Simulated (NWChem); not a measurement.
Two isomers of C3H2F2O2, each optimised at PBE0/def2-SVP with NWChem. Flexible species stand in one conformer each, which need not be the lowest. 

A: C1(=C(OCO1)F)F
B: FC1(F)OC=CO1

### Question
Which is lower in energy, by how much, and how do their other properties compare?

### Answer
B is lower by 36.5 kcal/mol in electronic energy; with zero-point energies, B − A = -36.9 kcal/mol.
|  | A | B |
|---|---|---|
| highest occupied level (eV) | -6.10 | -7.10 |
| orbital gap (eV) | 7.41 | 7.37 |
| dipole (D) | 1.63 | 3.06 |
| highest harmonic frequency (cm⁻¹) | 3184 | 3346 |
| zero-point energy (kcal/mol) | 34.3 | 33.9 |
